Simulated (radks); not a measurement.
Problem. All-electron atom: Nd III in [Xe] 4f3 5d1 (not the ground configuration). Method: scalar-relativistic Kohn-Sham, LDA (Slater exchange, Perdew-Wang correlation), spin-polarised, spherical densities, point nucleus; open shells are filled with parallel spins first (spin-orbit coupling, left out, can overturn this in heavy ions); computed with a radial shooting solver on a logarithmic mesh with Libxc functionals. Some entries of the table are withheld. Estimate them.

| orbital | occ. | eigenvalue (eV) | <r^2> (bohr^2) |
|---|---|---|---|
| 1s down | 1 | -43379.57 | 0.0007609 |
| 1s up | 1 | -43379.57 | 0.0007609 |
| 2s up | 1 | -7033.941 | 0.01205 |
| 2s down | 1 | -7033.880 | 0.01205 |
| 2p up | 3 | -6292.850 | 0.009631 |
| 2p down | 3 | -6292.805 | 0.009631 |
| 3s up | 1 | -1542.181 | 0.08127 |
| 3s down | 1 | -1541.225 | 0.08121 |
| 3p up | 3 | -1308.458 | 0.08127 |
| 3p down | 3 | -1307.508 | 0.08120 |
| 3d up | 5 | -983.2705 | 0.06894 |
| 3d down | 5 | -982.5113 | 0.06885 |
| 4s up | 1 | -323.2126 | 0.4155 |
| 4s down | 1 | -320.8155 | 0.4153 |
| 4p up | 3 | -246.4550 | 0.4688 |
| 4p down | 3 | -244.0613 | 0.4688 |
| 4d up | 5 | -137.2594 | 0.5741 |
| 4d down | 5 | -134.8827 | 0.5748 |
| 5s up | 1 | -57.7543 | (1) |
| 5s down | 1 | -56.0933 | (2) |
| 5p up | 3 | -38.5160 | 3.144 |
| 5p down | 3 | -37.0625 | 3.191 |
| 4f up | 3 | (3) | 1.251 |
| 4f down | 0 | (4) | 1.309 |
| 5d up | 1 | -15.6632 | 6.870 |
| 5d down | 0 | -14.6187 | 7.188 |

Solution. 
(1) 5s up <r^2> (bohr^2): 2.332
(2) 5s down <r^2> (bohr^2): 2.356
(3) 4f up eigenvalue (eV): -21.2483
(4) 4f down eigenvalue (eV): -19.0627
